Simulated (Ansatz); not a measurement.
Frontier orbitals of C2H6ClFSi (`C[Si](C)(F)Cl`).

```csv
atom,x (Å),y (Å),z (Å)
C1,0.999,0.590,-1.101
Si2,0.089,0.388,0.494
C3,-1.027,-1.081,0.579
F4,1.160,0.278,1.676
Cl5,-1.009,2.087,0.860
H6,0.298,0.706,-1.931
H7,1.639,1.474,-1.068
H8,1.625,-0.284,-1.297
H9,-1.798,-1.023,-0.192
H10,-1.519,-1.134,1.552
H11,-0.458,-2.002,0.429
```

The species carries charge 0 and has multiplicity 1. All single points use the PBE0-D4/def2-TZVP geometry. Basis def2-TZVPP, Ansatz.

Orbital energies of one run (eV). Highest occupied ones, from the top: -11.11, -11.75, -12.32, -12.50, -13.90, -14.19, -14.29, -14.52, -15.19, -15.42, -15.59, -17.71, -22.68, -23.28. Empty: 2.78, 3.57, 3.74, 3.94, 4.33, 4.58.

Task: Which functional gave them?
A. revPBE
B. ωB97X-V
C. LC-ωPBE
D. BHLYP

Result: B. HOMO energies: ωB97X-V -11.11, BHLYP -9.98, revPBE -7.28, LC-ωPBE -11.47 eV.

LC-ωPBE has ω = 0.4 bohr⁻¹.
